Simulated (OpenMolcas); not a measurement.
Ho2+: effect of the basis set

```yaml
Program: OpenMolcas
Method: "MS-CASPT2, IPEA 0.25 Eh, imaginary shift 0.1 Eh (closed shells correlated: 5s 5p)"
Active_space: 11 electrons in 7 orbitals (4f)
State_averaging: 2S+1 = 4 odd, 35 roots; 2S+1 = 2 odd, 112 roots (96 in the spin-orbit step)
Spin-orbit_coupling: RASSI with atomic mean-field integrals over the reference wave functions, term energies averaged over their components
```

A. ANO-R1 [7s5p3d2f], X2C, finite nucleus; CASPT2 step roughly 27 core-seconds
B. ANO-RCC-VDZP [7s6p4d2f1g], DKH2, point nucleus; CASPT2 step about 70 core-seconds
C. ANO-R2 [8s6p4d3f1g], X2C, finite nucleus; CASPT2 step about 70 core-seconds
D. ANO-RCC-VTZP [8s7p5d3f2g1h], DKH2, point nucleus; CASPT2 step roughly 110 core-seconds
E. ANO-RCC-VQZP [9s8p6d4f3g2h], DKH2, point nucleus; CASPT2 step of the order of 2.4 core-minutes
F. ANO-R3 [9s8p5d5f3g2h], X2C, finite nucleus; CASPT2 step roughly 4 core-minutes

Energies in cm-1 above 4f11 4I* 15/2, the measured ground level; measured values from Martin, Zalubas and Hagan, Atomic Energy Levels: The Rare-Earth Elements, NSRDS-NBS 60 (1978); whole-number values converted from NIST levels in rydberg listed in Nahar, Atoms 12, 24 (2024).

```csv
Level,A,B,C,D,E,F,Measured
4f11 4I* 15/2,0.0,0.0,0.0,0.0,0.0,0.0,0.0
4f11 4I* 13/2,5560,5540,5580,5580,5580,5600,5439
4f11 4I* 11/2,8950,8880,8830,8790,8780,8760,8644
4f11 4I* 9/2 [59 %],11300,11150,10970,10870,10830,10750,10770
4f11 4F* 9/2 [62 %],15510,15110,14610,14120,14060,13760,13330
4f11 2H* 11/2(1) [62 %],18930,18540,17920,17610,17500,17290,16891
4f11 4S* 3/2 [68 %],19120,18600,18000,17650,17620,17290,
4f11 4F* 7/2,20520,20070,19570,18940,18880,18490,17867
4f11 4F* 5/2,22260,21780,21240,20600,20520,20120,19375
4f11 4F* 3/2 [64 %],22550,22040,21470,20900,20830,20450,
4f11 4G* 11/2,26980,26570,25840,25010,24810,24400,
4f11 2K* 15/2,27470,27450,26580,26180,26110,25790,
4f11 2G* 7/2 [64 %],27840,27300,26510,25960,25800,25450,
4f11 4G* 9/2 [70 %],28090,27670,26960,26180,25990,25580,23882
4f11 2K* 13/2,32150,32090,31240,30820,30740,30430,
4f11 2P* 1/2,33510,32660,31700,31200,31000,30630,
4f11 4G* 7/2 [70 %],33760,33290,32560,31720,31520,31090,
4f11 4G* 5/2,34120,33640,32850,31890,31650,31160,
4f11 2D* 5/2(1) [72 %],35150,34390,33510,32870,32670,32260,
4f11 2I* 11/2 [68 %],42360,41890,40880,39920,39660,39140,
4f11 4D* 7/2,42800,41970,40920,39570,39250,38410,
4f11 2L* 17/2,43110,43250,41990,41090,41030,40310,
4f11 2I* 13/2,44090,43710,42740,41940,41700,41260,
4f11 4D* 3/2 [72 %],45290,44400,43330,42040,41720,40920,
```

Deviations, from unrounded energies. A percentage is the sum of absolute deviations over the sum of measured energies, with the sign that they share, or ± where signs differ.

```
                        Against measurement  Levels      A      B     C     D     E     F
             mean absolute deviation (cm-1)       8   1900   1600  1200   810   740   520
      fine structure of the ground term (%)       3   +3.8   +2.9  +2.1  +1.5  +1.4  ±1.2
other terms of the ground configuration (%)       5  +15.3  +12.9  +9.8  +6.7  +6.1  +4.3
```

F lies closest to measurement on these levels and A furthest from it. The largest miss of F in the table is 4f11 4G* 9/2 [70 %], by +1700 cm-1. The ranking rests on the paired levels alone, and a cruder setting can come out closer through cancelling errors.

The two smallest mean deviations differ by little beside CASPT2's spread within terms, so their order carries little weight.

Among A to F the level of the table that moves most is 4f11 4D* 7/2, by 4400 cm-1 (lowest in F, highest in A). Moves below CASPT2's spread within the term are not significant.

Term energies are means over components that CASPT2 splits; among the terms shown or strongly mixed into the levels shown the widest spread is 1300 cm-1 (4f11 2L*, B). Blocks of more than 70 roots (2S+1 = 2 odd) ran without multistate coupling. High states are left out of the spin-orbit mixing, which shifts the levels that they would mix with. The CASPT2 spread within a term exceeds the gap to the next term for 4f11 4S* and 4f11 4F*, 4f11 2K* and 4f11 4G*, 4f11 2L* and 4f11 4D*, so the order of their levels is uncertain, and so are names and mixing where such terms share a J (figures for A; the like holds for B, C, D, E, F). Some levels mix across a computed gap that differs much from the measured one, so their mixing is not that of the real levels (holds for A; B; C). Some terms miss by over 15 % even with CASPT2, which points to a basis or an active space too small for the shells correlated (holds for A; B). Computed and measured levels are paired by configuration, term and J; levels that our copy of the source lacks, or whose pairing is in doubt (as where it misses far off the trend of its configuration), stay unpaired and out of the deviations. Levels of configurations outside the active space are missing. The table leaves out levels that lie high or whose names do not pair safely across all columns.

A share in square brackets marks a mixed level and gives the weight of the term that names it, the lowest over the columns. A number in round brackets counts repeated terms of one configuration in the order of the reference energies. * marks odd parity.
